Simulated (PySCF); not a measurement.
A GIAO shielding run with PySCF 2.14.0 with density-fitted response routines (density fitting, non-relativistic, gas phase) on SMILES F[SiH2][SiH2]N([SiH3])[SiH3], FH$_{10}$NSi$_{4}$:

```
$ OMP_NUM_THREADS=1 python probes_run.py task.json out

{"job": {"kind": "nmr", "xc": "PBE0", "basis": "pcSseg-1"}, "charge": 0, "multiplicity": 1}
F      3.850270     0.280065    -0.249618
Si     2.517025     0.008977     0.630381
Si     0.770120    -0.114185    -0.855363
N     -0.724433    -0.022910     0.055518
Si    -1.329188     1.515602     0.602581
Si    -1.699024    -1.447028     0.283447
H      2.883378    -1.207101     1.361391
H      2.553000     1.117692     1.586320
H      0.725214    -1.373998    -1.615338
H      0.729745     0.955220    -1.868084
H     -2.487563     1.914798    -0.200397
H     -1.710126     1.381456     2.009203
H     -0.238709     2.480586     0.458526
H     -2.519812    -1.241882     1.474215
H     -0.781115    -2.570179     0.474411
H     -2.546382    -1.668169    -0.891120
```

Hardware: 1 thread of an Arm Neoverse V1, shared host. The job also computes population analyses, field gradients.

Problem. How large is the calculation?

Solution. 82 electrons, 180 basis functions and 1029 auxiliary functions.

Problem. How long does it take, and how much memory does it need?

Solution. 32 s of wall time, with 13 SCF cycles and 4 response iterations; peak memory 0.82 GiB. Times on a shared host scatter by some tens of per cent.
